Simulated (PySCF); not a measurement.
PySCF input file for GeH₄SSe, SMILES S[Se][GeH3], PBE0-D3(BJ)/def2-SVP. The structure is a stationary point at PBE0-D3(BJ)/def2-SVP. The structure was generated by enumeration, and PubChem lists no compound with its InChIKey, so it may never have been made. One conformer was computed; it need not be the lowest.

```python
import numpy as np
from pyscf import gto, scf, dft, df
from pyscf.hessian import thermo

mol = gto.M(
    atom='''
    Se   -0.49532749    0.15575612    0.89404295
    S    -1.73977791    0.92390399   -0.78289368
    H    -1.22484436    2.17570294   -0.81367424
    Ge    1.27998237   -0.62217922   -0.46482289
    H     2.30874963   -1.25898272    0.48827562
    H     0.73652093   -1.65716044   -1.46063131
    H     1.89771957    0.57200309   -1.21079927
    ''',
    basis='def2-SVP',
    charge=0,
    spin=0,
    max_memory=1600,
    verbose=3,
)
mf = dft.RKS(mol, xc='pbe0').density_fit(auxbasis='def2-universal-jkfit')
mf.disp = 'd3bj'
mf.grids.level = 3
mf.conv_tol = 1e-11
mf.max_cycle = 100
mf.kernel()

# [left out here: the lines that compute and print the analytic Hessian (its translational invariance restored by hand, since the grid's response is missing), thermochemistry and intensities]
```

Output:

```
converged SCF energy = -4877.81013138408

WARN: DFTD3 does not support analytical Hessian, using finite difference


WARN: Mole.unit (angstrom) is changed to Bohr

Mode                                 0                   1                   2
Irrep
Freq [cm^-1]                      103.4535            124.1911            266.3774
Reduced mass [au]                  10.9609              1.0650              1.0531
Force const [Dyne/A]                0.0691              0.0097              0.0440
Char temp [K]                     148.8466            178.6833            383.2578
Normal mode                   x     y     z       x     y     z       x     y     z
       0  Se                -0.00  0.01 -0.05    0.01  0.01  0.00   -0.00 -0.00 -0.00
       1   S                -0.10  0.05  0.06   -0.01 -0.03 -0.01   -0.02  0.01  0.03
       2   H                -0.13  0.06  0.07   -0.07 -0.01 -0.00    0.66 -0.29 -0.64
       3  Ge                 0.05 -0.03  0.02   -0.00  0.00 -0.00    0.00  0.00  0.00
       4   H                -0.04 -0.02  0.11   -0.26 -0.50 -0.06    0.01 -0.00 -0.02
       5   H                 0.10 -0.04  0.00   -0.16  0.41 -0.34    0.03  0.05 -0.06
       6   H                 0.12 -0.06  0.04    0.38  0.05  0.39   -0.00  0.05  0.06
Mode                                 3                   4                   5
Irrep
Freq [cm^-1]                      285.7307            399.6754            531.2649
Reduced mass [au]                  26.7354             30.3854              1.0940
Force const [Dyne/A]                1.2860              2.8598              0.1819
Char temp [K]                     411.1029            575.0439            764.3720
Normal mode                   x     y     z       x     y     z       x     y     z
       0  Se                 0.06 -0.02 -0.05    0.03 -0.02  0.04   -0.00  0.00  0.01
       1   S                 0.00 -0.00  0.01   -0.09  0.05 -0.11    0.02 -0.01  0.01
       2   H                 0.01 -0.01  0.01   -0.02  0.02 -0.07    0.03 -0.01 -0.02
       3  Ge                -0.06  0.03  0.05    0.00 -0.00 -0.00   -0.01  0.01 -0.03
       4   H                -0.10  0.04  0.10   -0.02  0.00  0.02   -0.43  0.17  0.57
       5   H                 0.01 -0.00  0.03    0.02 -0.01  0.00    0.39 -0.22  0.00
       6   H                 0.00 -0.01  0.04    0.02 -0.01  0.01    0.37 -0.15  0.05
Mode                                 6                   7                   8
Irrep
Freq [cm^-1]                      543.8721            812.8288            829.0821
Reduced mass [au]                   1.0562              1.0355              1.0406
Force const [Dyne/A]                0.1841              0.4031              0.4214
Char temp [K]                     782.5108           1169.4797           1192.8646
Normal mode                   x     y     z       x     y     z       x     y     z
       0  Se                 0.01  0.01  0.00    0.00 -0.00 -0.00   -0.00 -0.01  0.00
       1   S                -0.00 -0.00 -0.00    0.01  0.00  0.00    0.02  0.01  0.01
       2   H                -0.06  0.02  0.04   -0.15  0.07 -0.19   -0.57  0.26 -0.70
       3  Ge                -0.01 -0.02 -0.00    0.01 -0.01 -0.01   -0.00  0.00  0.00
       4   H                 0.13  0.19 -0.01   -0.33  0.14  0.43    0.07 -0.10 -0.14
       5   H                 0.54  0.05 -0.37   -0.51  0.13  0.16    0.15 -0.10  0.02
       6   H                -0.34  0.42  0.41   -0.40  0.31  0.19    0.09 -0.06 -0.02
Mode                                 9                  10                  11
Irrep
Freq [cm^-1]                      864.1122            879.8409           2152.0591
Reduced mass [au]                   1.0213              1.0198              1.0136
Force const [Dyne/A]                0.4493              0.4651              2.7659
Char temp [K]                    1243.2651           1265.8952           3096.3340
Normal mode                   x     y     z       x     y     z       x     y     z
       0  Se                 0.00  0.00 -0.00    0.00  0.00 -0.00    0.00 -0.00  0.00
       1   S                -0.00 -0.00 -0.00   -0.00 -0.00 -0.00    0.00 -0.00  0.00
       2   H                 0.06 -0.03  0.05    0.05 -0.02  0.06    0.00 -0.00  0.00
       3  Ge                 0.01  0.01  0.00   -0.00  0.00 -0.01    0.01 -0.00  0.00
       4   H                -0.36 -0.67 -0.06    0.16 -0.03 -0.18   -0.56  0.35 -0.53
       5   H                 0.27 -0.31  0.16   -0.10 -0.42  0.51    0.11  0.17  0.17
       6   H                -0.41  0.11 -0.14    0.27  0.22  0.60   -0.16 -0.35  0.21
Mode                                12                  13                  14
Irrep
Freq [cm^-1]                     2166.1035           2175.5862           2684.6300
Reduced mass [au]                   1.0242              1.0234              1.0394
Force const [Dyne/A]                2.8313              2.8539              4.4135
Char temp [K]                    3116.5407           3130.1842           3862.5849
Normal mode                   x     y     z       x     y     z       x     y     z
       0  Se                 0.00  0.00 -0.00   -0.00 -0.00 -0.00    0.00  0.00  0.00
       1   S                -0.00 -0.00  0.00   -0.00  0.00  0.00   -0.01 -0.03  0.00
       2   H                 0.00 -0.00  0.00   -0.00  0.00  0.00    0.38  0.90 -0.01
       3  Ge                 0.00  0.01 -0.01   -0.01 -0.01 -0.01    0.00  0.00  0.00
       4   H                 0.31 -0.17  0.28    0.16 -0.12  0.14   -0.00  0.00 -0.00
       5   H                -0.01  0.00 -0.04    0.35  0.64  0.61   -0.00 -0.00 -0.00
       6   H                -0.35 -0.69  0.42    0.03  0.07 -0.07    0.00 -0.00 -0.00
temperature 298.1500 [K]
pressure 101325.00 [Pa]
Rotational constants [GHz] 4.93986 1.58667 1.22999
Symmetry number 1
Zero-point energy (ZPE) 0.03376 [Eh]   88636.157 [J/mol]
                           tot       elec      trans        rot        vib
Entropy [J/mol/K]       342.416      0.000    174.033    116.742     51.641
Cv [J/mol/K]             81.208      0.000     12.472     12.472     56.264
Cp [J/mol/K]             89.522      0.000     20.786     12.472     56.264
Internal energy [J/mol]                      3718.434   3718.434  97276.678
Internal energy [Eh]   -4877.77025  -4877.81013
Enthalpy [J/mol]                             6197.391   3718.434  97276.678
Enthalpy [Eh]          -4877.76930
Gibbs free energy [J/mol]                  -45690.465 -31088.188  81879.784
Gibbs free energy [Eh] -4877.80819
mode   freq/cm-1   IR/(km/mol)
   1      103.45         0.238
   2      124.19         0.169
   3      266.38        20.175
   4      285.73         7.328
   5      399.68         0.928
   6      531.26        10.212
   7      543.87         9.993
   8      812.83       251.465
   9      829.08        10.587
  10      864.11        36.374
  11      879.84        34.993
  12     2152.06        95.276
  13     2166.10        96.257
  14     2175.59        83.382
  15     2684.63         0.506
max |gradient| / (hartree/bohr): 5.2039365321708087e-05
APT charges: [-0.1645 -0.1142  0.0281  0.9842 -0.2534 -0.2349 -0.2451]
```

The run converged.
